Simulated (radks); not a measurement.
The numbers below are computed, except where a source is named.
Q: Numerical settings for the zinc ion Zn+, [Ar] 3d10 4s1. Code: a radial shooting solver on a logarithmic mesh with Libxc functionals. Model: scalar-relativistic Kohn-Sham, BLYP, spin-unpolarised, spherical densities, finite nucleus; Fermi nuclear charge, rms radius 3.9283 fm. The defaults (mesh step 0.008 in ln r, mesh end at 40 bohr or more with all orbitals vanishing there, Anderson mixing 0.5 over 9 steps, residual threshold near 1e-9 with the energy settled to 1e-9 hartree or 1e-11 of itself, here a cap of 58 iterations) give E = -1796.0193 hartree and 4s at -14.127 eV in 18 iterations. Run on one thread of a shared host, so times are rough (Arm Neoverse V1): 0.1 s of CPU time, 0.1 s wall, 18 iterations on 2259 mesh points. One setting is changed at a time: mesh step in ln r 0.003; mesh step in ln r 0.03; mesh step in ln r 0.005; mesh end (bohr) 5; mesh end (bohr) 8; residual threshold 1e-05; residual threshold 0.001; mixing 2.5; linear mixing, mixing 0.2; linear mixing, mixing 1; mixing history 3; iteration cap 8. Which runs fail to converge, and which converge to a wrong energy?

A: Not converged within the cap: mesh step in ln r 0.003; mixing 2.5; linear mixing, mixing 0.2; linear mixing, mixing 1; iteration cap 8. Settings that end as converged yet miss the energy by more than 1 mhartree: mesh end (bohr) 5 (+0.0178 hartree).
